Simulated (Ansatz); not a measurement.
Ideal-gas functions of C₂H₄InN (`[InH2][C]1=NC1`) at 800 K and 1 bar, from an Ansatz frequency run at PBE0-D4/def2-TZVP.

Molar mass 156.88 g/mol, point group Cs (symmetry number 1), electronic degeneracy 1, moments of inertia 23.103, 284.475, 294.76 u Å². Harmonic wavenumbers (cm⁻¹, unscaled): 68, 151, 203, 315, 425, 531, 583, 850, 982, 1003, 1117, 1154, 1506, 1759, 1851, 1853, 3098, 3184.

Use S(trans) = R[1.5 ln M + 2.5 ln T − 1.1517]; rotational temperatures θ = 24.2544 K / I; S(rot) = R[ln(√π/σ · √(T³/θAθBθC)) + 1.5]; for each mode x = 1.438777 ν̃/T, S = R[x/(eˣ − 1) − ln(1 − e⁻ˣ)] and H = RT x/(eˣ − 1); 1 cm⁻¹ = 0.0119627 kJ/mol; R = 8.31446 J/(mol·K).

Question: By hand: the entropy, in J/(mol·K).

Answer: Translation 192.4. Rotation: θ = 1.0498, 0.0853, 0.0823 K, giving 121.0. Vibration, mode by mode: 25.79, 19.18, 16.74, 13.15, 10.75, 9.01, 8.29, 5.55, 4.59, 4.45, 3.79, 3.59, 2.18, 1.52, 1.33, 1.33, 0.21, 0.18, in all 131.6. Electronic 0.0. Sum 445.0 J/(mol·K).

Question: By hand: H − E and G − E in kJ/mol, counted from the electronic energy.

Answer: Zero-point energy ½ × 20633 × 0.0119627 = 123.4; thermal vibration 50.4; translation, rotation and pV give 4 RT = 26.6. H − E = 200.4 kJ/mol, and G − E = 200.4 − 800 × 445.0/1000 = -155.6 kJ/mol.

Vibration gives 30 % of the entropy, 25.8 J/(mol·K) of it from the mode under 150 cm⁻¹: soft modes count most, and the harmonic formula is weakest for them.
